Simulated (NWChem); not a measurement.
# Correlation energy of BeO

SMILES: [Be]=[O]
```xyz
2

Be     0.0000     0.0000     0.9063
O      0.0000     0.0000    -0.4531
```
Charge 0, spin multiplicity 1.

Everything below was run with NWChem. All single points use one geometry, from PBE/def2-SVP, a minimum by its harmonic frequencies.

Basis set: cc-pVDZ. Each correlation energy counts from its own Hartree-Fock reference.

The correlated methods keep 2 core orbitals frozen. The structure started from a generated list of species. Coupled-cluster values serve here as a point of comparison, not as the truth.

**Question.** Order these methods by the correlation energy they give, lowest first: CCSD(T), CCSDT, CCSD+T(CCSD), CR-CCSD(T).

**Answer.** CCSD+T(CCSD) (-256.5 mHa), CCSDT (-252.0 mHa), CCSD(T) (-250.9 mHa), CR-CCSD(T) (-249.0 mHa)
